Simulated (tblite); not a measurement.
C₇H₁₂OS₂.
Z-matrix (Å and degrees, GFN2-xTB geometry), rows numbered from 1:
```
C 
S   1  1.8129
C   2  1.8390  1   99.80
C   3  1.5403  2  110.13  1  -173.83
C   4  1.5192  3  105.97  2  -125.19
C   5  1.5184  4  111.25  3    66.55
C   6  1.5399  5  105.89  4   -64.56
C   3  1.5164  2  113.55  1    67.53
S   5  1.8552  4  100.99  3   -41.69
O   9  1.4598  5  108.86  4   164.32
H   1  1.0863  2  110.02  3   -69.84
H   1  1.0850  2  106.62  3   171.04
H   1  1.0866  2  109.42  3    52.13
H   3  1.0937  2  105.71  1   -53.66
H   4  1.0907  3  110.45  2   114.75
H   4  1.0917  3  110.64  2    -4.74
H   5  1.0872  4  113.94  3  -162.78
H   6  1.0901  5  109.48  4   176.52
H   6  1.0908  5  110.81  4    56.87
H   7  1.0899  6  110.63  5  -119.54
H   7  1.0911  6  111.65  5   119.43
H   8  1.0880  3  114.17  2   -74.23
```

Level: GFN2-xTB in tblite, geometry and Hessian alike; calculated harmonic values, unscaled, isolated species. This tight-binding method is rough: wavenumbers can miss measured ones by several per cent, in bad cases by 10 to 20. One conformer, not necessarily the lowest.

Harmonic wavenumbers (cm⁻¹): 44.6, 63.3, 145.9, 152.0, 173.7, 212.3, 239.5, 300.2, 308.7, 343.1, 449.3, 530.8, 565.9, 617.0, 692.5, 734.3, 738.7, 813.7, 828.6, 905.7, 916.4, 935.8, 945.4, 961.9, 970.2, 1033.5, 1051.7, 1072.9, 1094.4, 1099.9, 1130.0, 1148.5, 1162.2, 1182.9, 1212.5, 1218.6, 1234.9, 1276.0, 1279.5, 1306.3, 1315.2, 1317.1, 1319.7, 1447.6, 1455.7, 1458.3, 1473.9, 1486.0, 2925.7, 2977.8, 2979.2, 2991.3, 2993.1, 3001.2, 3005.9, 3013.6, 3016.8, 3021.1, 3026.1, 3062.0.

A = 2054, B = 696.4, C = 662.6 MHz; mass 176.033 u (most abundant isotopes); point group C1, symmetry number 1.

Problem. Zero-point energy?

Solution. Half the sum of the wavenumbers: 39190 cm⁻¹ = 112.05 kcal/mol.

Problem. Entropy at 273.15 K, 1 bar (ideal gas, RRHO, classical rotation)?

Solution. Translation 40.99, rotation 29.95, vibration 27.35: S = 98.3 cal/(mol K).

Problem. And Cp and H(273.15 K) − H(0)?

Solution. Cp = 38.23 cal/(mol K), of which vibrations give 30.28 (their classical limit is 60 R = 119.2); H(273.15 K) − H(0) = 6.20 kcal/mol without the zero-point energy, 4.03 from vibrations.

Problem. How do the functions run with temperature in this model?

Solution. 
```tsv
T (K)	S (cal/(mol K))	Cp (cal/(mol K))	H − H(0) (kcal/mol)	G − H(0) (kcal/mol)	ln q(vib)
50	60.5	12.9	0.50	-2.53	0.54
100	71.4	19.1	1.30	-5.84	1.71
298.15	101.8	41.4	7.19	-23.15	7.02
373.15	112.1	50.9	10.66	-31.17	9.09
500	129.0	64.8	18.03	-46.47	12.65
750	159.2	83.7	36.78	-82.59	19.67
1000	185.0	95.6	59.31	-125.69	26.36
```

q(vib) and H(0) count from the zero-point level.

Problem. Which modes carry the vibrational entropy at 273.15 K?

Solution. 44.6 cm⁻¹: 4.87; 63.3 cm⁻¹: 4.18; 145.9 cm⁻¹: 2.56; 152.0 cm⁻¹: 2.48; 173.7 cm⁻¹: 2.23; 212.3 cm⁻¹: 1.87 cal/(mol K); the other 54 give 9.16 together.

Hindered rotation and anharmonicity are outside this model. Other conformers, if any are populated, would add a mixing term that is left out. The structure is chiral; the term R ln 2 for an equal mix with its mirror image is left out.
